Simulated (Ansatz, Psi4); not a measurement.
Interaction energy of H4Si2 ··· H2 (SMILES [SiH][SiH3] and [H][H]). Monomers: optimised at B3LYP-D3(BJ) (def2-TZVP), held rigid. Orientation: a higher rigid-body minimum at GFN2-xTB. Only R, the distance of the centres of mass, is varied, so the lowest point isn't the relaxed dimer.

Geometry at R = 3.36 Å (first 6 atoms: monomer A):
```
8

Si     0.1923     1.3744     1.2855
H     -0.4794     2.1568     0.1639
Si     0.0955    -0.5711    -0.1116
H      0.8556    -0.3095    -1.3656
H     -1.3190    -0.8526    -0.4821
H      0.6550    -1.7979     0.5098
H      3.0912    -0.0182     0.7337
H      3.8320    -0.0154     0.8015
```

Computed with: PBE/def2-TZVP, counterpoise-corrected (Psi4); PBE-D3(BJ)/def2-TZVP, counterpoise-corrected (Psi4); wB97X-D/def2-TZVP, counterpoise-corrected (Psi4); CCSD(T)/aug-cc-pVDZ = CCSD(T) on RHF/aug-cc-pVDZ, frozen core, counterpoise-corrected (Ansatz, a first-principles code).

Interaction energies in kJ/mol; the last columns give the difference from CCSD(T):

| R / Å | PBE/def2-TZVP | PBE-D3(BJ)/def2-TZVP | wB97X-D/def2-TZVP | CCSD(T)/aug-cc-pVDZ | PBE/def2-TZVP − CCSD(T)/aug-cc-pVDZ | PBE-D3(BJ)/def2-TZVP − CCSD(T)/aug-cc-pVDZ | wB97X-D/def2-TZVP − CCSD(T)/aug-cc-pVDZ |
|---|---|---|---|---|---|---|---|
| 2.98 | 1.50 | -1.74 | 0.69 | 3.44 | -1.94 | -5.18 | -2.76 |
| 3.14 | 0.50 | -2.42 | -0.58 | 1.46 | -0.96 | -3.88 | -2.05 |
| 3.36 | -0.19 | -2.68 | -1.27 | 0.02 | -0.22 | -2.71 | -1.29 |
| 3.52 | -0.42 | -2.61 | -1.34 | -0.46 | 0.03 | -2.15 | -0.88 |
| 3.72 | -0.54 | -2.36 | -1.21 | -0.70 | 0.16 | -1.66 | -0.52 |
| 4.08 | -0.50 | -1.76 | -0.87 | -0.67 | 0.17 | -1.09 | -0.20 |
| 4.40 | -0.36 | -1.25 | -0.63 | -0.52 | 0.15 | -0.74 | -0.12 |
| 4.84 | -0.18 | -0.72 | -0.37 | -0.32 | 0.14 | -0.40 | -0.05 |
| 5.54 | -0.02 | -0.27 | -0.13 | -0.14 | 0.12 | -0.14 | 0.01 |
| 6.54 | 0.03 | -0.07 | -0.03 | -0.04 | 0.07 | -0.02 | 0.02 |
| 7.88 | 0.02 | -0.02 | 0.00 | -0.01 | 0.03 | 0.00 | 0.01 |

PBE/def2-TZVP is furthest from CCSD(T)/aug-cc-pVDZ at 2.98 (-1.94 kJ/mol, below); its mean absolute difference over the points is 0.36 kJ/mol.

PBE-D3(BJ)/def2-TZVP is furthest from CCSD(T)/aug-cc-pVDZ at 2.98 (-5.18 kJ/mol, below); its mean absolute difference over the points is 1.63 kJ/mol.

wB97X-D/def2-TZVP is furthest from CCSD(T)/aug-cc-pVDZ at 2.98 (-2.76 kJ/mol, below); its mean absolute difference over the points is 0.72 kJ/mol.
